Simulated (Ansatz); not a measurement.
Basis-set series for Cl4H2MoO2 (`[OH][Mo]([OH])([Cl])([Cl])([Cl])[Cl]`). Total charge 0; spin multiplicity 1. Mo: def2 effective core potential. Geometry: relaxed with PBE0-D4/def2-TZVP. It is one conformer, not always the lowest.

```json
{"functional": "PBE0-D4", "basis": "def2-SVP", "functions": "141", "energy (Eh)": "-2059.36266", "HOMO (eV)": "-8.69", "LUMO (eV)": "-5.20"}
{"functional": "PBE0-D4", "basis": "def2-QZVPP", "functions": "535", "energy (Eh)": "-2060.27602", "HOMO (eV)": "-8.72", "LUMO (eV)": "-5.15"}
{"functional": "ωB97M-V", "basis": "def2-SVP", "functions": "141", "energy (Eh)": "-2059.88917", "HOMO (eV)": "-10.84", "LUMO (eV)": "-3.29"}
{"functional": "ωB97M-V", "basis": "def2-QZVPP", "functions": "535", "energy (Eh)": "-2060.79558", "HOMO (eV)": "-10.92", "LUMO (eV)": "-3.30"}
```

Question: Give the rows for def2-TZVPP. (Best estimate.)

Answer: The calculation gave: 
```json
{"functional": "PBE0-D4", "basis": "def2-TZVPP", "functions": "314", "energy (Eh)": "-2060.20844", "HOMO (eV)": "-8.70", "LUMO (eV)": "-5.16"}
{"functional": "ωB97M-V", "basis": "def2-TZVPP", "functions": "314", "energy (Eh)": "-2060.73077", "HOMO (eV)": "-10.90", "LUMO (eV)": "-3.29"}
```

Results of the Gaussian-basis code of Ansatz.
